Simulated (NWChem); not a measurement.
Molecule: InICl2; SMILES [Cl][In]([Cl])[I]

```xyz
4

In     0.0000     0.0000     0.7239
Cl     0.0000    -1.9867     1.9394
Cl     0.0000     1.9867     1.9394
I      0.0000     0.0000    -1.9134
```
Atoms are numbered in this order, from 1.

Computed with NWChem. All runs use the structure optimised with PBE0/def2-SVP. Not confirmed as a minimum by frequencies. def2 effective core potentials on In, I; no spin-orbit coupling. Ions are spin-unrestricted doublets at the neutral geometry; other ion states weren't tried.

For level PBE/def2-SVP:

```
Item                                   Value
-------------------------------------  -----
vertical ionisation energy, ΔSCF (eV)   9.89
−ε(HOMO) (eV)                           7.03
```

Question: How do the values read with level PBE0/def2-SVP instead?

Answer: 
| Quantity | Value |
|---|---|
| vertical ionisation energy, ΔSCF (eV) | 10.37 |
| −ε(HOMO) (eV) | 8.24 |
